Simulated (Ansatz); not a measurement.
Relaxed structures of B$_{2}$H$_{2}$IF, singlet (PBE0-D4/def2-TZVP; forces vanish, vibrations not checked; lower isomers may exist, and structures with a doubtful reference or unclear bonds are left out; Å). Computed with Ansatz 0.2.0 (basis: def2-TZVPP); correlated methods freeze the cores. Filled d shells of the heavier atoms are correlated. Core potentials replace the inner electrons of the atoms past krypton. The def2 sets are not built for correlating such inner shells, so the correlated values are less sure here.

Question: Rank them by CCSD(T) energy, lowest first, and give each one's height above the lowest. Links in brackets join atoms within 1.22 times the sum of their covalent radii (1.1 for two metals). (Judge from chemistry; the value comes from the calculation.)
A.
B₂H₂IF ([F][BH][BH][I])
```
6
angstrom
F -1.4419 1.3039 0.1165
B -0.2566 0.8343 -0.2460
B 0.1224 -0.7952 -0.0947
I 1.0279 -1.3009 1.7495
H 0.5401 1.6435 -0.6490
H 0.0081 -1.6857 -0.8764
```
B.
B₂H₂IF ([F][I]1[BH][BH]1)
```
6
angstrom
F 1.0656 -1.2301 3.0486
B 0.3295 0.4601 0.0741
B 0.0511 -1.0106 -0.2926
I 1.6762 -0.8686 1.1386
H 0.3821 1.6319 0.1908
H -0.3139 -2.0432 -0.7284
```
C.
B₂H₂IF ([F][BH][B][IH])
```
6
angstrom
F -1.1670 1.7210 0.9542
B -0.1022 1.1226 0.4091
B 0.2739 -0.4620 0.5250
I -0.2188 -1.5243 -1.1973
H 0.7479 1.8365 -0.0745
H 0.4173 -3.0750 -0.9511
```

Answer: The calculation gives: A (0.00 kcal/mol), C (92.54 kcal/mol), B (96.31 kcal/mol). Heights count from the lowest.

T1 diagnostic: at most 0.020. The restricted Hartree–Fock reference is unstable towards an unrestricted one at one or more of these structures.

For scale, one of the runs: CCSD(T)/def2-TZVPP, 171 basis functions, launched by `ansatz run in.yaml --threads 2 --pin off --events-out ev --progress --plain --max-ram 4352MiB`. Time: 87 s of wall clock on 2 CPU threads of an Intel Xeon Platinum 8259CL; the host was shared. Peak host memory: 1.8 GiB.
